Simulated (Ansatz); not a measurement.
Frontier orbitals of `F[Si]1([SiH3])BO1`.

Total charge 0; spin multiplicity 1. Geometry: relaxed with PBE0-D4/def2-TZVP. Basis def2-TZVPP, Ansatz.

```tsv
functional	HOMO (eV)	LUMO (eV)	gap (eV)
PBE	-5.93	-2.35	3.58
B97M-V	-6.21	-2.16	4.05
PBE0	-7.07	-1.39	5.68
r2SCAN0	-7.21	-1.25	5.96
ωB97M-V	-9.14	0.57	9.71
```

Against PBE, PBE0 changes HOMO and LUMO by −1.15 and +0.97 eV, ωB97M-V by −3.21 and +2.92 eV. A gap of 3.58 eV thus becomes 9.71 eV for the same molecule, so an orbital gap means little without its functional. A positive LUMO is unbound and depends on the basis.
